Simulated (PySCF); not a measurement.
AlBr2, SMILES [Br][Al+][Br], charge +1. Geometry: PBE-D3(BJ)/def2-TZVP. The spin state was assumed, not searched. The isomer is the one that the SMILES or the coordinates give; other isomers of the formula were not compared.

TDDFT-LC-ωPBE/def2-SVPD (PySCF) puts the lowest singlet excitations at 5.42, 5.42, 5.84, 5.84, 6.78, 6.84 eV.

**Question.** What are the lowest excitation roots from ADC(2)/aug-cc-pVDZ in PySCF? (The exact figures need the calculation; the answer reports its results.)

**Answer.** 5.22, 5.22, 5.76, 5.76, 6.60, 6.65 eV. S1 differs by -0.20 eV (second minus first; roots are paired by order, and the bases may differ).
